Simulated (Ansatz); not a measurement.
Ansatz results at the PBE0-D4/def2-TZVP geometry: LUMO energy (B3LYP/def2-TZVPP) -2.01 eV; HOMO–LUMO gap (PBE0/def2-TZVPP) 5.42 eV; LUMO energy (PBE0/def2-TZVPP) -1.76 eV.

Each molecule was computed in one conformer, which needn't be the lowest.

Task: Which molecule gave them?
A. `FC[SiH]1[AlH][SiH2]1`
B. `O=C[SiH2][SiH2][SiH3]`
C. `CB(C)CN`
D. `N[SiH2]C[SiH2]Cl`

Result: B. The others give `FC[SiH]1[AlH][SiH2]1`: -2.52, 3.92, -2.39; `N[SiH2]C[SiH2]Cl`: 0.09, 7.79, 0.33; `CB(C)CN`: -0.34, 6.56, -0.11.

B3LYP here is the variant with VWN-RPA as its local correlation; programs differ in this.
